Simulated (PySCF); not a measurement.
A species of formula C6H6O3 has this rotational fingerprint, computed with PBE0/pcSseg-1 in PySCF (dipole) on a GFN2-xTB geometry, gas phase:

```
Rotational constants : A = 2646, B = 1346, C = 902.0 MHz
Dipole components    : |μa| = 4.43 D, |μb| = 2.22 D, |μc| = 0.00 D
Inertial defect      : -6.22 u·Å²
κ                    : -0.49
```

Question: Which structure is it? (One computed conformer of each.)
A. `[CH3:1][CH2:2][C:3]1=[CH:4][C:5](=[O:6])[O:7][C:8]1=[O:9]` with C1–C2–C3–C4 0°
B. `[CH3:1][C:2](=[O:3])[C:4]1=[CH:5][O:6][C:7](=[O:8])[CH2:9]1` with C1–C2–C4–C5 180°

Answer: A. It is CCC1=CC(=O)OC1=O, an asymmetric top, point group Cs. The candidates at the same level (rigid rotor, commonest isotopes):

```csv
SMILES,A (MHz),B (MHz),C (MHz),μa (D),μb (D),μc (D),Δ (u·Å²),point group,rotor
CCC1=CC(=O)OC1=O,2646,1346,902.0,4.43,2.22,0.00,-6.22,Cs,asymmetric top
CC(=O)C1=COC(=O)C1,4177,1048,846.6,1.36,2.04,0.00,-6.26,Cs,asymmetric top
```

`CC(=O)C1=COC(=O)C1` has A 58 % too high. In the right answer the mirror of this Cs structure is the ab plane, so μc vanishes by symmetry. No structure here is proved a minimum.
